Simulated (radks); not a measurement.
The numbers below are computed, except where a source is named.
Q: Spherical jellium clusters: N electrons in a uniform positive sphere of charge N and radius rs N^(1/3), rs = 4.63 bohr. Level of theory: non-relativistic Kohn-Sham, LDA (Slater exchange, Perdew-Wang correlation), spin-polarised, spherical densities (a radial shooting solver with Libxc functionals). Levels are named by radial order and angular momentum (1s, 1p, 1d, 2s, ...), and open shells are averaged over m. At N = 13 the configuration is 1s2 1p6 1d(up 5, down 0). The background grows by one charge. Does electron 14 go into 2s down or 1d down or 2s up?

A: Into 1d down. The total energies of the other choices lie higher by 0.0997 eV (2s up), 0.291 eV (2s down).
